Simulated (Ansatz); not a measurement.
Reaction (redistribution): `[CH2]1O[SiH2][AlH]1` + `O[SiH](O)/C=C\[SiH2]F` → `[F][Al]1[CH2]O[SiH2]1` + `O[SiH](O)/C=C/[SiH3]`

Isolated molecules relaxed with PBE0-D4/def2-TZVP in Ansatz; ΔE leaves out vibrations. CCSD(T)/CBS adds triple-zeta CCSD(T) − MP2 to the extrapolated MP2 energy (def2 sets, frozen cores). Double bonds are as drawn, so ΔE can hold a change between cis and trans. Each species was taken in one conformer, which may not be the lowest.

| level | ΔE (kcal/mol) |
| --- | --- |
| HF/def2-TZVPP | -12.5 |
| SCS-MP2/def2-TZVPP | -13.5 |

What does CCSD(T)/CBS give? (An estimate is asked.)

Ansatz gave: -13.2 kcal/mol. The listed levels differ from it by 0.7, -0.3 kcal/mol.

Largest T1 diagnostic among the species: 0.015.

The D4 term adds +1.6 kcal/mol with B3LYP and +0.8 kcal/mol with PBE0; it sums over pairs of atoms, weighted by their polarisabilities, and B3LYP, whose exchange is more repulsive, gets the larger term. From PBE to PBE0 (25 % exact exchange), in def2-TZVPP and without D4, ΔE moves by +1.2 kcal/mol. In def2-TZVPP, CCSD(T) changes the Hartree–Fock value by −0.8 kcal/mol (the triples alone add −0.1 kcal/mol) and MP2 by −1.4 kcal/mol.

B3LYP here is the variant with VWN-RPA as its local correlation; programs differ in this.
